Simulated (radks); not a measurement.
All-electron atom: Tb11+ in [Kr] 4d10 4f6 5s2 (the NIST ground configuration). All-electron calculation, scalar-relativistic Kohn-Sham, PBEsol, spin-polarised, spherical densities, finite nucleus; open shells are filled with parallel spins first (spin-orbit coupling, left out, can overturn this in heavy ions); Fermi nuclear charge, rms radius 5.06 fm. Program: a radial shooting solver on a logarithmic mesh with Libxc functionals.

Radial electron density D(r) = 4 pi r^2 rho(r):

```
   r/bohr * D(r) (the largest magnitude, 116, reaches the edge; | marks zero)
 0.001013 | *
  0.00116 |  *
 0.001329 |  *
 0.001523 |   *
 0.001731 |    *
 0.001983 |     *
 0.002272 |       *
 0.002603 |        *
 0.002982 |          *
 0.003417 |            *
 0.003914 |               *
 0.004485 |                  *
 0.005138 |                     *
 0.005886 |                        *
  0.00669 |                           *
 0.007665 |                               *
 0.008781 |                                  *
  0.01006 |                                     *
  0.01153 |                                       *
  0.01321 |                                        *
  0.01513 |                                        *
  0.01733 |                                        *
  0.01986 |                                      *
  0.02275 |                                     *
  0.02607 |                                    *
  0.02963 |                                   *
  0.03394 |                                     *
  0.03889 |                                        *
  0.04455 |                                            *
  0.05104 |                                                 *
  0.05848 |                                                     *
    0.067 |                                                      *
  0.07676 |                                                    *
  0.08794 |                                                *
   0.1007 |                                           *
   0.1145 |                                         *
   0.1312 |                                         *
   0.1503 |                                            *
   0.1722 |                                               *
   0.1973 |                                               *
    0.226 |                                          *
    0.259 |                                 *
   0.2967 |                         *
   0.3399 |                    *
   0.3894 |                    *
   0.4461 |                      *
   0.5071 |                       *
   0.5809 |                      *
   0.6656 |                 *
   0.7625 |            *
   0.8736 |       *
    1.001 |    *
    1.147 |  *
    1.314 | *
    1.505 |*
    1.724 *
     1.96 *
    2.245 *
    2.572 *
    2.947 *
```

D(r) has 4 maxima, at r = 0.0148, 0.0665, 0.185, 0.507 bohr, and minima at 0.0285, 0.121, 0.362 bohr, inside which lie 1.93, 11.12, 29.36 electrons.
